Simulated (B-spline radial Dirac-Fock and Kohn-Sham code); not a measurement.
## K-line shifts caused by a second vacancy in Nd⁷⁺

System: the Nd⁷⁺ ion, 1s2 2s2 2p6 3s2 3p6 3d10 4s2 4p6 4d10 4f2 5s2 5p3.

The run's input, task.json:

```json
{"items": [{
  "Z": 60,
  "q": 7,
  "cfg": [[1, 0, 2], [2, 0, 2], [2, 1, 6], [3, 0, 2], [3, 1, 6], [3, 2, 10], [4, 0, 2], [4, 1, 6], [4, 2, 10], [4, 3, 2], [5, 0, 2], [5, 1, 3]],
  "A": 142,
  "rrms": 4.9123,
  "do": ["binding", "quiet", "double"]
}]}
```

Run with: `python xray_run.py task.json out`

Calculated with a radial finite-basis atomic code, using ΔSCF Dirac-Fock with Breit, self-energy and vacuum polarisation, finite nucleus, configuration average. Each two-hole energy is an average over J within one jj subconfiguration, not an observable level; in light atoms, where LS coupling holds, the j-resolved values are not observed lines, and for a K spectator the Kα1 hypersatellite is nearly forbidden. The model has no electron correlation.

Lines without a spectator: Kα2 (K-L2) 36844.6 eV, Kα1 (K-L3) 37358.2 eV, Kβ3 (K-M2) 42161.0 eV, Kβ1 (K-M3) 42265.3 eV. Shifts in eV with one spectator hole (a dash: not computed, or left out as unreliable):

```
spectator hole     Kα2     Kα1     Kβ3     Kβ1
        K (1s)  +729.0  +763.7  +936.6  +944.4
    L2 (2p1/2)   +85.3  +110.6       –  +225.1
    L3 (2p3/2)   +75.9   +78.9  +187.8       –
    M2 (3p1/2)       –  +14.90   +31.6   +38.2
    M3 (3p3/2)   +9.77       –   +30.4   +30.5
    M4 (3d3/2)   +2.61   -0.63       –       –
    M5 (3d5/2)   -1.55   +1.18       –       –
```

Run: 58 s of CPU time on 1 thread of Neoverse-V1 (shared host), peak memory 0.50 GiB.
